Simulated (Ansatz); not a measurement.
`[CH2][Si](F)(F)Cl` radical. Total charge 0; spin multiplicity 2. The structure was optimised at the PBE0-D4/def2-TZVP level.

```xyz
7

C     0.428    0.048    1.060
Si   -0.160   -0.056   -0.650
F     0.660    0.918   -1.586
F     0.017   -1.521   -1.215
Cl   -2.120    0.433   -0.832
H     0.814    0.970    1.480
H     0.362   -0.792    1.743
```

Q: What is the dipole moment at PBE/def2-TZVPP? (An estimate is asked.)

A: Ansatz gave: 2.08 D, with components (0.38, 0.21, 2.03) D in this frame, pointing from negative to positive charge.

Q: And with r2SCAN, B3LYP, ωB97M-V? (An estimate is asked.)

A: The calculation gave: r2SCAN 2.15 D, B3LYP 2.18 D, ωB97M-V 2.19 D.

Q: Give the Mulliken charges with PBE, ωB97M-V, B3LYP in def2-TZVPP. (Estimate.)

A: Ansatz gave: 
```
atom    PBE  ωB97M-V  B3LYP
  C1  -0.29    -0.38  -0.33
 Si2   0.74     0.83   0.87
  F3  -0.25    -0.28  -0.29
  F4  -0.25    -0.28  -0.29
 Cl5  -0.19    -0.19  -0.22
  H6   0.12     0.15   0.13
  H7   0.12     0.15   0.13
```

B3LYP here is the variant with VWN-RPA as its local correlation; programs differ in this.
